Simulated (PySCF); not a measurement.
**C3H6F5PSi: full NMR table**

```yaml
Formula: C3H6F5PSi
SMILES: CP([SiH3])C(F)(F)C(F)(F)F
Point_group_of_the_computed_structure: C1
Carbon_signals: 3
Proton_signals: 2
```

Numbering as in the mapped SMILES `[CH3:1][P:2]([SiH3:3])[C:4]([F:5])([F:6])[C:7]([F:8])([F:9])[F:10]`; H(Xn) means a hydrogen on atom n.

How the numbers were obtained: GIAO PBE0/pcSseg-1 shieldings, geometry from PBE0-D3(BJ)/def2-SVP, in PySCF 2.14.0 with density-fitted response routines (one computed conformer, relativity neglected, in vacuum, fast rotation and ring inversion assumed for equivalent nuclei).

References, each an isolated molecule treated in the same way: 1H and 13C and 29Si vs TMS; 19F against CFCl3; 31P vs H3PO4.

| carbon | δC, type | δH (multiplicity) | HMBC from (2–3 bonds) | span of the C tensor (ppm) |
| --- | --- | --- | --- | --- |
| C1 | 2.2, CH3 | 1.45 (m) | H(Si3) | 20 |
| C4 | 127.6, C | – | H(Si3), H(C1) | 38 |
| C7 | 125.2, C | – | – | 15 |

Other nuclei:
```tsv
atoms	nucleus	environment	δ (ppm)	σ (ppm)
H(Si3)	1H	hydrogen on a silicon bonded to P	4.08	27.19
F8/F9/F10	19F	fluorine of a CF3 group	-94.2	271.4
F5/F6	19F	fluorine of a CF2 group	-130.4	307.7
P2	31P	phosphorus bonded to 2 C, Si	-106.6	416.7
Si3	29Si	silicon bonded to P, 3 H	-68.7	420.7
```

δC 127.6: fully substituted sp3 carbon bonded to 2 F and P; 2 electronegative neighbours deshield it. δC 125.2: CF3 carbon; 3 electronegative neighbours deshield it. δC 2.2: methyl carbon bonded to P. δH 4.08: hydrogen on a silicon bonded to P. δH 1.45: hydrogen on a methyl carbon bonded to P.

Splittings by 19F and 31P in the carbon and heteronuclear signals aren't shown, as no couplings were computed. Shifts are as computed. Against solution values, carbons near 30 ppm lie about +2 ppm off and those near 130 ppm about +5 ppm (rms about the fit 1.9 ppm; single classes can miss by 10 ppm). Of 1328 compounds with measured shifts, 309 miss one by over three times the rms of a fit or turn the order of signals round; such compounds aren't used in these exercises. Signals without a measured value on file couldn't be tested in this way; 1H shifts scatter by 0.2 ppm about their fit, and single ones miss by 0.5 ppm. Unscaled 19F shifts against computed CFCl3 carry errors that often reach 10 to 50 ppm. Experimental scales use liquid or dissolved standards, which lie at an offset from isolated H3PO4. No couplings were computed; multiplicities are counted from neighbouring protons, with m where these are inequivalent, close in shift, in a saturated or five-membered ring or joined by F or P, and br s for small geminal =CH2 splittings.
